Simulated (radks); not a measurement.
Results of a calculation; reference values are marked as such.
All-electron atom: Dy in [Xe] 4f10 6s2. Level of theory: scalar-relativistic Kohn-Sham, BP86, spin-polarised, spherical densities, point nucleus; open shells are filled with parallel spins first (spin-orbit coupling, left out, can overturn this in heavy ions) (a radial shooting solver on a logarithmic mesh with Libxc functionals).

Normalised radial functions P(r) = r R(r), r in bohr:

r	5p up	6s up
0.001918	0.0032	0.0214
0.002621	0.0054	0.0267
0.003581	0.0091	0.0325
0.004892	0.0153	0.0385
0.006683	0.0255	0.0435
0.00913	0.0417	0.0458
0.01237	0.0657	0.0430
0.0169	0.1006	0.0318
0.02309	0.1451	0.0096
0.03155	0.1911	-0.0226
0.0431	0.2178	-0.0564
0.05888	0.1897	-0.0727
0.0798	0.0765	-0.0497
0.109	-0.1190	0.0190
0.1489	-0.2914	0.0923
0.2035	-0.2610	0.0894
0.278	0.0505	-0.0246
0.3798	0.4101	-0.1440
0.5147	0.4036	-0.1040
0.7031	-0.0858	0.0982
0.9606	-0.6819	0.2479
1.312	-0.9287	0.1550
1.793	-0.7449	-0.1412
2.43	-0.4024	-0.4288
3.319	-0.1414	-0.5563
4.535	-0.0304	-0.4762
6.195	-0.0034	-0.2750
8.464	-0.0002	-0.0993
11.56	0.0000	-0.0210

5p up: eigenvalue -25.999 eV, 3 radial nodes at r = 0.0911, 0.267, 0.674 bohr, <r> = 1.54 bohr, 90 % of the charge inside 2.27 bohr. 6s up: eigenvalue -3.945 eV, 5 radial nodes at r = 0.0256, 0.101, 0.264, 0.613, 1.57 bohr, <r> = 4.05 bohr, 90 % of the charge inside 6.02 bohr.
